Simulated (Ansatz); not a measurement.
Reaction (redistribution): `N[Si](N)(Cl)Cl` + `OB([SiH3])CF` → `N[Si](O)(Cl)Cl` + `NB([SiH3])CF`

Computed with Ansatz on PBE0-D4/def2-TZVP structures; ΔE is electronic, products minus reactants. CBS: MP2 limit from def2 TZ/QZ plus the TZ coupled-cluster correction, frozen cores. This one scheme is used for every species. DFT in def2-TZVPP. Each species was taken in one conformer, which may not be the lowest.

| level | ΔE (kJ/mol) |
| --- | --- |
| ωB97X-V | -45.3 |
| B2PLYP | -48.1 |
| HF/def2-TZVPP | -42.4 |
| SCS-MP2/def2-TZVPP | -48.1 |
| CCSD(T)/def2-TZVPP | -48.1 |
| MP2/def2-QZVPP | -49.2 |
| HF/CBS(def2) | -42.5 |
| CCSD/CBS(def2) | -46.8 |

Question: What does CCSD(T)/CBS give? (Estimate.)

Answer: Computed: -47.7 kJ/mol. The listed levels differ from it by 2.4, -0.4, 5.3, -0.4, -0.4, -1.5, 5.2, 0.9 kJ/mol.

Largest T1 diagnostic among the species: 0.013.

In def2-TZVPP, CCSD(T) changes the Hartree–Fock value by −5.7 kJ/mol (the triples alone add −0.9 kJ/mol) and MP2 by −7.0 kJ/mol.
